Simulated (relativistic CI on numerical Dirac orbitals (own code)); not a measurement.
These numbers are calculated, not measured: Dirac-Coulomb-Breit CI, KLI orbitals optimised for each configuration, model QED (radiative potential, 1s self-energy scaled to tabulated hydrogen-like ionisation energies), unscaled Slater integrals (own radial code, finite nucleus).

The strongest absorption lines from the ground level of an ion, among the configurations computed and to levels below about 1290 eV (vacuum wavelength in nm, gf): 1.0590 (0.67), 1.0593 (0.44), 1.0778 (0.81), 1.0786 (1.9), 1.0802 (1.8), 1.0850 (0.82), 1.0894 (0.45), 1.0997 (0.63).

(1) Which ion is it?
A. Ni XXII
B. Ge XXVI
C. Ni XX
D. Cr XVIII

## Answers

(1) A. Ni XXII has 7 electrons and the ground level 2s2 2p3 4S°_3/2; the strongest line goes to 2s2 2p2 3d 4P_3/2. The pattern of lines fixes the number of electrons, and along that sequence the line energies rise steadily with the charge (about as its square where n changes within one kind of shell, about linearly where n is kept but much faster in heavy ions where fine structure, which grows about as Z⁴, sets the gap, and irregularly where shells cross), which fixes Z. Configurations outside the model, such as inner-shell arrays, can give stronger lines. At this charge energies of transitions that change n are usually good to better than 1 %, and those within a shell (Δn = 0) to a few per cent.

LS names give the leading component of a level, which can be under half, so a name can repeat, a term be missing and a line seem to break the LS rules.
